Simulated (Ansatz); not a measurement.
A run for Ansatz (an electronic-structure program): R-CCSD(T)/cc-pVDZ on CH5BSe (SMILES CB[SeH]), a point of a torsion scan. The run froze 16 orbitals, filled d shells among them.

Ansatz 0.2 input:
```yaml
crystal:
  periodic: [false, false, false]
  atoms:
    - {symbol: C, position_ang: [-0.91297471, -0.18040318, 0.20257008]}
    - {symbol: B, position_ang: [0.28453523, 0.82553227, 0.06505509]}
    - {symbol: Se, position_ang: [2.09721698, 0.26736298, 0.11451290]}
    - {symbol: H, position_ang: [-1.22007766, -0.45522683, -0.80815273]}
    - {symbol: H, position_ang: [-0.67625034, -1.10580886, 0.72640532]}
    - {symbol: H, position_ang: [-1.79031371, 0.25912590, 0.67346708]}
    - {symbol: H, position_ang: [0.10429757, 1.92087688, -0.31142332]}
    - {symbol: H, position_ang: [1.95813508, -0.89397882, 0.96306939]}
basis:
  gaussian:
    orbitals: cc-pVDZ
magnetization: {spin_polarized: false}
correlation: {method: ccsd_t, electrons: outside_noble_gas}
scf: {lower_state_search: off}
```

It printed:

```
WARN ansatz: RAYON_NUM_THREADS=1 ignored (pool sized by the plan → 1); use --threads N
Functional definition: HF
these checks for a lower state are left out or cut short: stability, starts, cluster_reference, orbital_swaps, neighbouring_geometries, increment
integrals: 0.07 GiB planned
804 factors; integrals over basis functions are off by at most 1.3e-3 eV
mean field: 0.21 GiB planned
mean field evaluation 1: about -67082.3730 eV, gradient 2.3e1 eV
mean field evaluation 2: about -67082.4280 eV, gradient 2.3e1 eV
mean field evaluation 4: about -67084.1745 eV, gradient 2.3e0 eV
mean field evaluation 8: about -67084.2010 eV, gradient 1.3e-1 eV
mean field -67084.20110185 eV, -2465.2989191884 hartree, gradient 2.8e-6 eV, S^2 0.000000; 0 other end points of the search recorded, 0 dependent functions left out
16 core orbitals not correlated
reference -67084.20110185 eV, -2465.2989191884 hartree; 9, 9 occupied and 55, 55 virtual orbitals, 804 factors
second order -9.50133054 eV of doubles, -0.00000000 eV of singles
coupled cluster: 0.17 GiB planned
cycle   1  -10.36726144 eV  change   -8.7e-1 eV  update   7.7e-2
cycle   2  -10.67920251 eV  change   -3.1e-1 eV  update   2.4e-2
cycle   3  -10.72819869 eV  change   -4.9e-2 eV  update   1.2e-2
cycle   4  -10.72522059 eV  change    3.0e-3 eV  update   5.1e-3
cycle   5  -10.72402396 eV  change    1.2e-3 eV  update   2.0e-3
cycle   6  -10.72393369 eV  change    9.0e-5 eV  update   5.3e-4
cycle   7  -10.72397132 eV  change   -3.8e-5 eV  update   1.6e-4
cycle   8  -10.72399813 eV  change   -2.7e-5 eV  update   5.6e-5
cycle   9  -10.72399149 eV  change    6.6e-6 eV  update   2.1e-5
perturbative correction -0.31170955 eV, -0.0114551146 hartree
Total energy: -67095.23680289 eV, -2465.7044737214 hartree
Checks for a lower state left out: stability, starts, cluster_reference, orbital_swaps, neighbouring_geometries, increment
```

The calculation finished and met its thresholds.

Cost: about 2.0 core-seconds (a rough figure).
